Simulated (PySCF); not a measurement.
# Atomic charges against the basis set

C4H8BF.
Geometry (PBE0-D3(BJ)/def2-SVP, Å), atoms numbered from 1 in this order:
```
atom  x, y, z in Å
C1     1.4923   -1.2931   -0.7460
C2     0.6363   -0.3162   -0.3996
C3     1.0306    1.1335   -0.4309
B4    -0.8072   -0.7225    0.0613
C5    -1.8881    0.3023    0.5460
F6    -1.1196   -2.0226    0.0425
H7     1.1867   -2.3433   -0.7161
H8     2.5197   -1.0842   -1.0685
H9     0.9298    1.5974    0.5644
H10    0.3770    1.7114   -1.1059
H11    2.0693    1.2741   -0.7660
H12   -2.8490   -0.1676    0.7979
H13   -2.0606    1.0742   -0.2234
H14   -1.5200    0.8476    1.4324
```

PBE0 throughout (PySCF), one geometry, spherical d and f functions. The structure is a single PBE0-D3(BJ)/def2-SVP conformer in the gas phase; no vibrational or solvent corrections. The first 7 of 10 kinds of atom are listed.

Mulliken charges (e):

```csv
basis,functions,C1,C2,C3,B4,C5,F6,H7
STO-3G,38,-0.159,-0.104,-0.238,+0.329,-0.349,-0.103,+0.080
6-31G,70,-0.360,-0.068,-0.557,+0.634,-0.749,-0.311,+0.182
pcSseg-0,70,-0.340,-0.549,-0.634,+1.033,-1.083,-0.318,+0.231
6-31G*,100,-0.410,+0.030,-0.595,+0.522,-0.745,-0.269,+0.188
cc-pVDZ,124,-0.017,-0.221,-0.046,+0.173,-0.195,-0.105,+0.054
def2-SVP,124,-0.049,-0.204,-0.014,+0.140,-0.195,-0.122,+0.066
"6-311+G(2d,p)",210,-0.403,+0.254,-0.725,+0.757,-0.714,-0.382,+0.143
aug-cc-pVDZ,210,+0.559,+0.603,+0.146,+0.685,+0.610,-0.478,-0.530
def2-TZVP,234,-0.241,-0.096,-0.356,+0.338,-0.476,-0.250,+0.148
IGLO-III,290,-0.200,-0.142,-0.385,+0.711,-0.602,-0.376,+0.127
cc-pVTZ,292,-0.244,-0.024,-0.272,+0.259,-0.382,-0.208,+0.131
pcSseg-2,328,-0.051,-0.340,+0.020,+0.554,-0.190,-0.356,+0.079
```

IAO charges (e):

```csv
basis,functions,C1,C2,C3,B4,C5,F6,H7
STO-3G,38,-0.230,-0.146,-0.390,+0.361,-0.540,-0.135,+0.129
6-31G,70,-0.263,-0.131,-0.430,+0.490,-0.609,-0.304,+0.159
pcSseg-0,70,-0.242,-0.142,-0.419,+0.473,-0.599,-0.290,+0.153
6-31G*,100,-0.250,-0.141,-0.409,+0.518,-0.595,-0.309,+0.151
cc-pVDZ,124,-0.255,-0.136,-0.410,+0.509,-0.594,-0.307,+0.153
def2-SVP,124,-0.244,-0.138,-0.399,+0.505,-0.585,-0.305,+0.148
"6-311+G(2d,p)",210,-0.264,-0.139,-0.421,+0.521,-0.612,-0.320,+0.158
aug-cc-pVDZ,210,-0.265,-0.136,-0.419,+0.517,-0.608,-0.318,+0.158
def2-TZVP,234,-0.264,-0.139,-0.421,+0.525,-0.612,-0.321,+0.157
IGLO-III,290,-0.265,-0.139,-0.422,+0.524,-0.613,-0.321,+0.158
cc-pVTZ,292,-0.264,-0.139,-0.422,+0.524,-0.613,-0.319,+0.157
pcSseg-2,328,-0.264,-0.139,-0.421,+0.525,-0.613,-0.321,+0.157
```

Hirshfeld charges (e):

```json
{"basis": "STO-3G", "functions": "38", "C1": "-0.052", "C2": "-0.071", "C3": "-0.037", "B4": "+0.179", "C5": "-0.121", "F6": "-0.043", "H7": "+0.025"}
{"basis": "6-31G", "functions": "70", "C1": "-0.075", "C2": "-0.070", "C3": "-0.098", "B4": "+0.225", "C5": "-0.181", "F6": "-0.135", "H7": "+0.045"}
{"basis": "pcSseg-0", "functions": "70", "C1": "-0.069", "C2": "-0.070", "C3": "-0.102", "B4": "+0.224", "C5": "-0.189", "F6": "-0.127", "H7": "+0.043"}
{"basis": "6-31G*", "functions": "100", "C1": "-0.076", "C2": "-0.071", "C3": "-0.099", "B4": "+0.226", "C5": "-0.181", "F6": "-0.128", "H7": "+0.043"}
{"basis": "cc-pVDZ", "functions": "124", "C1": "-0.075", "C2": "-0.073", "C3": "-0.108", "B4": "+0.224", "C5": "-0.195", "F6": "-0.119", "H7": "+0.042"}
{"basis": "def2-SVP", "functions": "124", "C1": "-0.076", "C2": "-0.073", "C3": "-0.112", "B4": "+0.232", "C5": "-0.200", "F6": "-0.125", "H7": "+0.043"}
{"basis": "6-311+G(2d,p)", "functions": "210", "C1": "-0.078", "C2": "-0.083", "C3": "-0.115", "B4": "+0.246", "C5": "-0.196", "F6": "-0.143", "H7": "+0.046"}
{"basis": "aug-cc-pVDZ", "functions": "210", "C1": "-0.082", "C2": "-0.079", "C3": "-0.122", "B4": "+0.246", "C5": "-0.205", "F6": "-0.136", "H7": "+0.046"}
{"basis": "def2-TZVP", "functions": "234", "C1": "-0.080", "C2": "-0.077", "C3": "-0.118", "B4": "+0.244", "C5": "-0.200", "F6": "-0.139", "H7": "+0.045"}
{"basis": "IGLO-III", "functions": "290", "C1": "-0.082", "C2": "-0.078", "C3": "-0.123", "B4": "+0.248", "C5": "-0.204", "F6": "-0.140", "H7": "+0.045"}
{"basis": "cc-pVTZ", "functions": "292", "C1": "-0.080", "C2": "-0.075", "C3": "-0.118", "B4": "+0.243", "C5": "-0.202", "F6": "-0.136", "H7": "+0.044"}
{"basis": "pcSseg-2", "functions": "328", "C1": "-0.082", "C2": "-0.076", "C3": "-0.123", "B4": "+0.249", "C5": "-0.205", "F6": "-0.141", "H7": "+0.045"}
```

Problem. Which scheme is steadiest as the basis changes?

Solution. Largest range over the bases for any column: Hirshfeld 0.10 e, IAO 0.19 e, Mulliken 1.69 e. Hirshfeld charges move least and Mulliken charges most, counted in e. Without the minimal STO-3G basis the ranges are Hirshfeld 0.03, IAO 0.05, Mulliken 1.69 e.

Problem. How much do the charges still move between the two largest bases, cc-pVTZ and pcSseg-2?

Solution. At most, over all atoms: Mulliken 0.316 e, IAO 0.002 e, Hirshfeld 0.007 e.

Problem. What do the same runs give for the total energy, the frontier levels and the dipole moment?

Solution. 
```
        basis  energy (Eh)  HOMO (eV)  LUMO (eV)  μ (D)
       STO-3G    -278.0546      -5.63       1.90   0.35
        6-31G    -281.5975      -7.51      -0.91   1.69
     pcSseg-0    -281.0464      -7.79      -1.10   1.59
       6-31G*    -281.6524      -7.42      -0.79   1.28
      cc-pVDZ    -281.6730      -7.55      -0.99   1.41
     def2-SVP    -281.4544      -7.62      -1.05   1.44
6-311+G(2d,p)    -281.7449      -7.69      -1.26   1.54
  aug-cc-pVDZ    -281.6888      -7.67      -1.25   1.49
    def2-TZVP    -281.7683      -7.68      -1.19   1.49
     IGLO-III    -281.7769      -7.68      -1.24   1.50
      cc-pVTZ    -281.7605      -7.66      -1.15   1.47
     pcSseg-2    -281.7695      -7.70      -1.24   1.52
```

The dipole is fixed by the density alone, so its range of 1.34 D shows that the density itself changes with the basis, not only its division among atoms.
